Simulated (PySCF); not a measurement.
Field gradients at the hydrogen positions

Compound: C4H7P2Si (charge -1).
Cartesian coordinates in Å at the PBE0-D3(BJ)/def2-SVP level; atoms count from 1:
```xyz
14
C4H7P2Si angstrom
C      3.3192    0.1424    0.5712
C      1.8610   -0.2317    0.5049
P      0.6253    0.9830    0.3340
C     -0.7348   -0.1485    0.3355
Si    -2.4835    0.4069    0.1950
C     -0.3865   -1.5002    0.4631
P      1.3128   -1.8987    0.5991
H      3.9124   -0.3466   -0.2227
H      3.4608    1.2309    0.4601
H      3.7826   -0.1494    1.5313
H     -2.8274    1.1496   -1.0732
H     -2.9577    1.3320    1.2895
H     -3.4255   -0.7695    0.2341
H     -1.1502   -2.2898    0.4765
```

Level: PBE0/pcSseg-1 (PySCF, non-relativistic); Q(2H) = 0.00286 b; rigid geometry, the same for H and D, with no vibrational averaging.

Problem. Rank these positions by the coupling χzz of a deuteron there, largest first.
A. H12 (Si–H hydrogen)
B. H14 (aromatic hydrogen)
C. H8 (methyl hydrogen)

Solution. B (207 kHz), C (195 kHz), A (92 kHz).

Problem. Tabulate Vzz, the asymmetry η and χzz = 234.96 MHz × Q × Vzz for every hydrogen position.

Solution. 
```csv
atom,bonded to,bond length (Å),Vzz (au),η,χzz (kHz)
H8,C1,1.105,0.2899,0.01,195
H9,C1,1.103,0.2904,0.03,195
H10,C1,1.105,0.2897,0.01,195
H11,Si5,1.509,0.1363,0.01,92
H12,Si5,1.509,0.1362,0.01,92
H13,Si5,1.508,0.1379,0.01,93
H14,C6,1.099,0.3075,0.07,207
```

Problem. Average by the element that carries the hydrogen.

Solution. on C: 198 kHz over 4 positions, mean bond length 1.103 Å; on Si: 92 kHz over 3 positions, mean bond length 1.509 Å.

Problem. A static deuteron (I = 1) shows a doublet split by (3/2)χ, (3/4)χ(1 + η) and (3/4)χ(1 − η) with the field along z, y and x of the gradient. What are these for H11?

Solution. With |χ| = 91.6 kHz and η = 0.010: 137, 69 and 68 kHz, to first order and without motion.

Geometry: PBE0-D3(BJ)/def2-SVP; no solvent, vibrations or thermal averaging. The pcSseg-1 basis has no diffuse functions, a weakness for an anion. These gradients aren't converged with respect to the basis.
